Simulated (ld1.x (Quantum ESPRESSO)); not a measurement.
# Varying the RRKJ potential for copper

Base potential:

copper (Cu), norm-conserving RRKJ (Kleinman–Bylander form), made with ld1.x (Quantum ESPRESSO) 7.5 (PBE, scalar-relativistic). Core [Ar], reference 3d10 4s1 4p0. Waves: 4p (bound, empty): rc 3.65 bohr; 3d (bound): rc 1.50 bohr; 4s (bound): rc 2.20 bohr. Local part: the s channel. Core correction: Bessel-smoothed model core inside 0.95 bohr. rho0 = 0.001.

All-electron outer shells of the reference configuration (PBE, scalar-relativistic, ld1.x):

```csv
shell,level (eV),outermost node (bohr),outermost maximum (bohr)
3s,-114.70,0.29,0.61
3p,-72.14,0.26,0.62
3d,-5.04,–,0.60
4s,-4.61,0.89,2.27
4p,-0.70,0.97,3.65
```

Cutoffs, loose and tight: the cutoffs (Ry, on a coarse ladder) from which the occupation-weighted sum of valence levels, in a spherical-Bessel basis at the reference potential, stays within 10 and 1 mRy of its value at 400 Ry. They do not see the model core or the augmentation charge, which bear on the density cutoff. Test errors are all-electron minus pseudo excitation energies from the reference, over the configurations 3d10 4s0 4p0; 3d9 4s0 4p0; 3d8 4s0 4p0; 3d9 4s1 4p1; 3d9 4s2 4p0; 3d10 4s0 4p1; 3d10 4s0.5 4p0. A dash means not determined; rows that change the core or the reference have their own tests.

```csv
change,outcome,"cutoff, loose","cutoff, tight",bound ghosts,largest test error (meV)
base,generated,90 Ry,140 Ry,none,"no test is counted, since the test run did not reproduce the reference configuration"
"all radii but the core radius scaled by about 0.81 (s 1.78, p 2.96, d 1.22 bohr)",generated,120 Ry,180 Ry,none,-1307
"all radii but the core radius scaled by about 0.90 (s 1.98, p 3.28, d 1.34 bohr)",generated,110 Ry,160 Ry,none,-1235
"all radii but the core radius scaled by about 1.28 (s 2.80, p 4.66, d 1.92 bohr)",generated,60 Ry,90 Ry,none,"no test is counted, since the test run did not reproduce the reference configuration"
"all radii but the core radius scaled by about 1.36 (s 2.98, p 4.94, d 2.04 bohr)",generated,55 Ry,80 Ry,none,"no test is counted, since the test run did not reproduce the reference configuration"
```

**Question.** What comes out with this change to the base: all radii but the core radius scaled by about 1.11 (s 2.44, p 4.04, d 1.66 bohr)?

**Answer.** outcome: generated; cutoff, loose: 80 Ry; cutoff, tight: 110 Ry; bound ghosts: none; largest test error (meV): no test is counted, since the test run did not reproduce the reference configuration.

Reading the sweep of the scale of all radii but the core radius (base = 1) (base included, trends over the rows without a ghost): The loose cutoff falls from 120 Ry at 0.81 to 55 Ry at 1.36. A larger radius leaves more room for a smooth pseudo-wave, so fewer plane waves are needed; a smaller one forces it to follow the all-electron wave where it bends sharply.
